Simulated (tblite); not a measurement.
C4H11NO2Si.
Atom-mapped SMILES: `[H]/[N:8]=[CH:7]/[C@H:5]([O:4][SiH2:3][O:2][CH3:1])[CH3:6]` (hydrogens: H9, H10, H11 on C1; H12, H13 on Si3; H14 on C5; H15, H16, H17 on C6; H18 on C7; H19 on N8)

Computed with GFN2-xTB (tblite), gas phase: L-BFGS steps from a force-field or distance-geometry start until the largest atomic force falls under 0.01 eV/Å.

Step 29: E = -735.2138 eV
```
atom  x, y, z in Å  |  force x, y, z in eV/Å
C1      3.6474    0.3485    0.2421   -0.023   0.015   0.005
O2      2.3338   -0.0375    0.0066   -0.090  -0.014   0.046
Si3     1.2152    0.5472   -1.0014   -0.049   0.037   0.008
O4     -0.1004   -0.2659   -0.5696    0.022  -0.011  -0.022
C5     -1.3776    0.0647   -0.1071    0.006  -0.016  -0.066
C6     -1.6695   -0.6721    1.1936    0.024  -0.014   0.010
C7     -2.3712   -0.2896   -1.1807   -0.010   0.026  -0.059
N8     -3.5008   -0.7500   -0.9010   -0.039  -0.012  -0.010
H9      4.3134   -0.0598   -0.5205    0.017  -0.014  -0.043
H10     3.7432    1.4350    0.2476    0.031   0.073  -0.047
H11     3.9421   -0.0323    1.2212    0.027  -0.054  -0.006
H12     1.4682    0.2165   -2.4066    0.030  -0.025   0.085
H13     1.0845    2.0011   -0.8465   -0.034   0.001   0.030
H14    -1.4503    1.1530    0.0554    0.052  -0.018  -0.015
H15    -1.7839   -1.7298    0.9809    0.011  -0.048   0.041
H16    -0.8370   -0.5336    1.8757   -0.003   0.032   0.065
H17    -2.5884   -0.3011    1.6347    0.003   0.002  -0.016
H18    -1.9784   -0.1146   -2.1915    0.000   0.002  -0.028
H19    -4.0998   -0.9703   -1.6949    0.025   0.038   0.019
```

Step 30: E = -735.2160 eV
```
atom  x, y, z in Å  |  force x, y, z in eV/Å
C1      3.6460    0.3498    0.2420   -0.020   0.000  -0.004
O2      2.3308   -0.0340    0.0124   -0.073  -0.016   0.068
Si3     1.2167    0.5464   -1.0018   -0.077   0.041   0.033
O4     -0.0964   -0.2708   -0.5685   -0.029   0.001  -0.024
C5     -1.3747    0.0616   -0.1076   -0.036  -0.033  -0.080
C6     -1.6690   -0.6734    1.1946    0.024  -0.001   0.005
C7     -2.3716   -0.2898   -1.1809   -0.015  -0.008  -0.085
N8     -3.5019   -0.7515   -0.9030   -0.008   0.021  -0.024
H9      4.3045   -0.0611   -0.5247    0.044  -0.015  -0.053
H10     3.7448    1.4361    0.2448    0.028   0.068  -0.035
H11     3.9458   -0.0333    1.2188    0.021  -0.040  -0.007
H12     1.4795    0.2189   -2.4051    0.021  -0.030   0.074
H13     1.0788    1.9989   -0.8433   -0.033   0.009   0.021
H14    -1.4489    1.1510    0.0515    0.068  -0.039  -0.005
H15    -1.7821   -1.7327    0.9847    0.026  -0.011   0.049
H16    -0.8389   -0.5277    1.8785   -0.005   0.008   0.057
H17    -2.5892   -0.3022    1.6339    0.010  -0.003  -0.032
H18    -1.9776   -0.1117   -2.1921   -0.022   0.001  -0.001
H19    -4.1063   -0.9653   -1.6962    0.077   0.045   0.046
```

Step 31: E = -735.2188 eV
```
atom  x, y, z in Å  |  force x, y, z in eV/Å
C1      3.6442    0.3509    0.2417   -0.014  -0.016  -0.026
O2      2.3256   -0.0289    0.0219   -0.030   0.004   0.086
Si3     1.2174    0.5476   -1.0002   -0.090   0.031   0.067
O4     -0.0919   -0.2766   -0.5675   -0.083   0.007  -0.038
C5     -1.3717    0.0569   -0.1094   -0.074  -0.046  -0.063
C6     -1.6678   -0.6751    1.1957    0.016   0.014  -0.002
C7     -2.3728   -0.2901   -1.1823   -0.016  -0.053  -0.087
N8     -3.5043   -0.7522   -0.9058    0.046   0.065  -0.029
H9      4.2939   -0.0633   -0.5312    0.046  -0.011  -0.049
H10     3.7480    1.4377    0.2398    0.021   0.031  -0.012
H11     3.9517   -0.0364    1.2150    0.010  -0.008  -0.020
H12     1.4951    0.2216   -2.3994    0.010  -0.034   0.046
H13     1.0697    1.9988   -0.8417   -0.031   0.015   0.017
H14    -1.4450    1.1475    0.0470    0.068  -0.056   0.002
H15    -1.7791   -1.7369    0.9903    0.047   0.038   0.059
H16    -0.8415   -0.5198    1.8836   -0.014  -0.021   0.028
H17    -2.5902   -0.3041    1.6320    0.016  -0.009  -0.052
H18    -1.9773   -0.1098   -2.1935   -0.042   0.002   0.015
H19    -4.1137   -0.9586   -1.6980    0.114   0.047   0.058
```

Question: Estimate the geometry and energy of step 32. (The exact step hangs on the optimiser's Hessian estimate; all steps are aligned on step 31, rigid shifts and turns removed.)

Answer: E = -735.2222 eV, largest force 0.140 eV/Å
```
atom  x, y, z in Å  |  force x, y, z in eV/Å
C1      3.6419    0.3521    0.2406    0.006  -0.028  -0.041
O2      2.3199   -0.0242    0.0341   -0.003   0.024   0.093
Si3     1.2167    0.5486   -0.9953   -0.079   0.007   0.089
O4     -0.0878   -0.2854   -0.5676   -0.125  -0.006  -0.063
C5     -1.3688    0.0497   -0.1130   -0.085  -0.048  -0.014
C6     -1.6656   -0.6767    1.1968    0.002   0.027  -0.010
C7     -2.3747   -0.2905   -1.1853    0.002  -0.087  -0.051
N8     -3.5072   -0.7518   -0.9098    0.085   0.094   0.001
H9      4.2828   -0.0642   -0.5392    0.037  -0.014  -0.046
H10     3.7496    1.4394    0.2320    0.017  -0.003   0.024
H11     3.9584   -0.0399    1.2098    0.003   0.034  -0.036
H12     1.5147    0.2252   -2.3890   -0.003  -0.040   0.008
H13     1.0564    1.9980   -0.8393   -0.030   0.026   0.022
H14    -1.4357    1.1408    0.0412    0.042  -0.051   0.009
H15    -1.7741   -1.7411    0.9990    0.067   0.073   0.062
H16    -0.8450   -0.5097    1.8902   -0.021  -0.046  -0.015
H17    -2.5908   -0.3058    1.6280    0.008  -0.011  -0.066
H18    -1.9793   -0.1060   -2.1950   -0.042   0.007  -0.009
H19    -4.1210   -0.9494   -1.7002    0.120   0.041   0.041
```

The energy changes by -0.0033 eV. The first-order estimate −F·Δx gives -0.0046 eV and the mean of the old and new forces, exact on a quadratic surface, -0.0034 eV. The step makes an angle of 73° with the force vector and moves no atom by more than 0.022 Å.

The cost below is that of the whole relaxation. On an Arm Neoverse V1 with one thread, shared host, this took 1.5 s.
